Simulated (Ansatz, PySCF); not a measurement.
Gas-phase reaction (SMILES): CCCC[Si](Cl)(Cl)Cl [butyl(trichloro)silane] + F (HF) → F[Si](Cl)(Cl)Cl + CCCC; hydrogen fluoride cleaves one Si-C bond, a model of a ligand-exchange step.

Structures are relaxed separately at B3LYP-D3(BJ)/def2-TZVP in Ansatz (a program for electronic structure), one conformer each, not searched for the lowest. Valence correlation only, unless marked. Spin-orbit coupling is left out. Non-relativistic. Basis-set limits of correlation are two-point, X^-3; Hartree-Fock from the larger set. [CCSD(T)-MP2]/basis is that difference in the basis named. Thermal terms are rigid-rotor harmonic-oscillator values from B3LYP-D3(BJ) frequencies (Ansatz or PySCF) at 298.15 K and 1 atm. 1 Eh = 627.5095 kcal/mol.

| species | E, RI-MP2/CBS(cc-pV(T+d)Z,cc-pV(Q+d)Z)+[CCSD(T)-MP2]/cc-pV(T+d)Z (Ansatz) (Eh) | E, wB97X-V/def2-TZVPD (Ansatz) (Eh) | H - E (Eh) |
|---|---|---|---|
| CCCC[Si](Cl)(Cl)Cl | -1826.21771 | -1827.94316 | 0.14033 |
| F (HF) | -100.39237 | -100.45520 | 0.01259 |
| F[Si](Cl)(Cl)Cl | -1768.41784 | -1769.98190 | 0.01555 |
| CCCC | -158.23877 | -158.46380 | 0.13834 |

Q: Work out ΔE and ΔH at 298.15 K at the first level, then ΔH at the second.

A: 
1. ΔE = [(-1768.41784) + (-158.23877)] - [(-1826.21771) + (-100.39237)] = -0.04653 Eh = -29.2 kcal/mol at RI-MP2/CBS(cc-pV(T+d)Z,cc-pV(Q+d)Z)+[CCSD(T)-MP2]/cc-pV(T+d)Z.
2. The terms H - E add up to 0.00097 Eh, so ΔH = (-0.04653 + (0.00097))×627.5095 = -28.6 kcal/mol.
3. At wB97X-V/def2-TZVPD the same steps give ΔE = -29.7 and ΔH = -29.1 kcal/mol, a shift of -0.5 from the first level.
4. These values are not checked against measurement here, since the tables used lack a sound gas-phase enthalpy of formation for at least one species.
